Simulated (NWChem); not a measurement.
Species: selenium dioxide (SeO$_{2}$); SMILES O=[Se]=O

Results from NWChem. Geometry: optimised at PBE-D3(BJ)/def2-SVP.

Task: Predict the results for PBE/def2-QZVP. Quantities: highest occupied level (eV); orbital gap (eV); dipole (D).

Result: 
```yaml
highest occupied level (eV): -7.67
orbital gap (eV): 2.57
dipole (D): 2.60
```
